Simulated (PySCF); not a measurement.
**Indirect couplings**

Molfile (atoms numbered from 1):
```
C13H12
     RDKit          3D

 25 26  0  0  0  0  0  0  0  0999 V2000
    3.6114    0.0465   -0.6513 C   0  0  0  0  0  0  0  0  0  0  0  0
    3.2766    1.3965   -0.7191 C   0  0  0  0  0  0  0  0  0  0  0  0
    2.0729    1.8468   -0.1759 C   0  0  0  0  0  0  0  0  0  0  0  0
    1.1880    0.9599    0.4435 C   0  0  0  0  0  0  0  0  0  0  0  0
   -0.1061    1.4457    1.0497 C   0  0  0  0  0  0  0  0  0  0  0  0
   -1.3257    0.6773    0.6019 C   0  0  0  0  0  0  0  0  0  0  0  0
   -1.5804    0.4828   -0.7618 C   0  0  0  0  0  0  0  0  0  0  0  0
   -2.7124   -0.2083   -1.1834 C   0  0  0  0  0  0  0  0  0  0  0  0
   -3.6109   -0.7230   -0.2476 C   0  0  0  0  0  0  0  0  0  0  0  0
   -3.3657   -0.5409    1.1110 C   0  0  0  0  0  0  0  0  0  0  0  0
   -2.2303    0.1537    1.5295 C   0  0  0  0  0  0  0  0  0  0  0  0
    1.5334   -0.3965    0.5003 C   0  0  0  0  0  0  0  0  0  0  0  0
    2.7336   -0.8496   -0.0391 C   0  0  0  0  0  0  0  0  0  0  0  0
    4.5523   -0.3097   -1.0775 H   0  0  0  0  0  0  0  0  0  0  0  0
    3.9539    2.1062   -1.2005 H   0  0  0  0  0  0  0  0  0  0  0  0
    1.8147    2.9081   -0.2337 H   0  0  0  0  0  0  0  0  0  0  0  0
   -0.0366    1.3948    2.1491 H   0  0  0  0  0  0  0  0  0  0  0  0
   -0.2360    2.5129    0.8043 H   0  0  0  0  0  0  0  0  0  0  0  0
   -0.8731    0.8730   -1.4987 H   0  0  0  0  0  0  0  0  0  0  0  0
   -2.8951   -0.3497   -2.2516 H   0  0  0  0  0  0  0  0  0  0  0  0
   -4.4981   -1.2680   -0.5788 H   0  0  0  0  0  0  0  0  0  0  0  0
   -4.0598   -0.9439    1.8527 H   0  0  0  0  0  0  0  0  0  0  0  0
   -2.0420    0.2923    2.5981 H   0  0  0  0  0  0  0  0  0  0  0  0
    0.8435   -1.1046    0.9675 H   0  0  0  0  0  0  0  0  0  0  0  0
    2.9864   -1.9114    0.0155 H   0  0  0  0  0  0  0  0  0  0  0  0
  1  2  2  0
  2  3  1  0
  3  4  2  0
  4  5  1  0
  5  6  1  0
  6  7  2  0
  7  8  1  0
  8  9  2  0
  9 10  1  0
 10 11  2  0
  4 12  1  0
 12 13  2  0
 13  1  1  0
 11  6  1  0
  1 14  1  0
  2 15  1  0
  3 16  1  0
  5 17  1  0
  5 18  1  0
  7 19  1  0
  8 20  1  0
  9 21  1  0
 10 22  1  0
 11 23  1  0
 12 24  1  0
 13 25  1  0
M  END
```

Couplings: B3LYP/pcJ-1 (without the spin–dipole term) in PySCF, geometry PBE0-D3(BJ)/def2-SVP; gas phase, one conformer, non-relativistic. Couplings are averaged over pairs made equivalent by symmetry, fast rotation or ring inversion, so a value needn't be that of the named pair in this geometry, while other rotamers aren't included; one pair stands for each set, and the list holds those of at least 1.5 Hz over up to four bonds, among pairs with at least one H atom (others weren't computed).

Isotopes: ¹³C, ¹H.

```tsv
pair	bonds	J (Hz)
C1, H14	1	166.9
C2, H15	1	165.8
C3, H16	1	164.6
C5, H17	1	132.2
C1, H15	2	?
C2, H14	2	1.8
C2, H16	2	?
C3, H15	2	1.8
C4, H17	2	-6.2
H17, H18	2	-17.1
C1, H16	3	8.0
C2, H25	3	8.3
C3, H14	3	8.1
C3, H17	3	?
C3, H24	3	?
C4, H15	3	?
C5, H16	3	?
H14, H15	3	?
H15, H16	3	8.5
C4, H14	4	-1.5
H16, H24	4	1.7
```

Problem. Estimate the withheld couplings, with signs.

Solution. 
- ²J(C1,H15) = 1.6 Hz
- ²J(C2,H16) = 1.5 Hz
- ³J(C3,H17) = 5.1 Hz (mean over equivalent pairs that range from 2.8 to 7.2 Hz in this conformer)
- ³J(C3,H24) = 6.9 Hz
- ³J(C4,H15) = 7.9 Hz
- ³J(C5,H16) = 4.9 Hz
- ³J(H14,H15) = 8.3 Hz
